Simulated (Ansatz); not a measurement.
Relaxation of ClH6NSi2 (10 atoms, charge 0, multiplicity 1), to a largest force component of 0.015 eV/Å in at most 40 steps.

These are results of RKS r2SCAN-D4/def2-SVP (Ansatz 0.2.0), not measurements.

```xyz
10
Properties=species:S:1:pos:R:3
N -0.687 1.593 -0.363
Si -0.202 0.049 -0.694
Si 0.553 -1.116 1.130
Cl -1.658 -0.923 -1.624
H 0.067 2.253 -0.311
H -1.263 1.981 -1.183
H 0.891 0.222 -1.707
H 1.137 -2.440 0.737
H -0.470 -1.294 2.215
H 1.715 -0.376 1.803
```

Where does it end, and by what steps?

The forces met the threshold. The force dipped under the threshold on the way, but the program's further checks kept it going. After 19 steps the energy has fallen by 0.678 eV; H5 moved furthest, 1.34 Å.

```tsv
step	energy less start (eV)	largest force component (eV/Å)	accepted
0	0.0000	3.137	yes
1	-0.4252	1.533	yes
2	-0.4892	0.567	yes
3	-0.5189	0.475	yes
4	-0.5415	0.260	yes
5	-0.5397	0.366	no
6	-0.5571	0.133	yes
7	-0.5679	0.144	yes
8	-0.5872	0.456	yes
9	-0.5989	1.226	yes
10	-0.6517	0.498	yes
11	-0.6588	0.216	yes
12	-0.6626	0.265	yes
13	-0.6700	0.087	yes
14	-0.6741	0.039	yes
15	-0.6765	0.016	yes
16	-0.6774	0.062	yes
17	-0.6778	0.036	yes
18	-0.6780	0.009	yes
19	-0.6780	0.009	yes
```

```xyz
10
Properties=species:S:1:pos:R:3
N -0.471 1.659 -0.476
Si -0.079 0.025 -0.844
Si 0.679 -1.032 1.098
Cl -1.701 -1.149 -1.503
H -1.047 1.870 0.334
H -0.664 2.315 -1.228
H 0.887 0.050 -1.976
H 0.916 -2.485 0.844
H -0.378 -0.893 2.148
H 1.941 -0.410 1.606
```

Whether the end is a true minimum wasn't checked by a vibrational analysis.

The run took 52 s on 2 threads of AMD EPYC 7B13 (Zen 3) (shared host), peak memory 0.17 GiB.
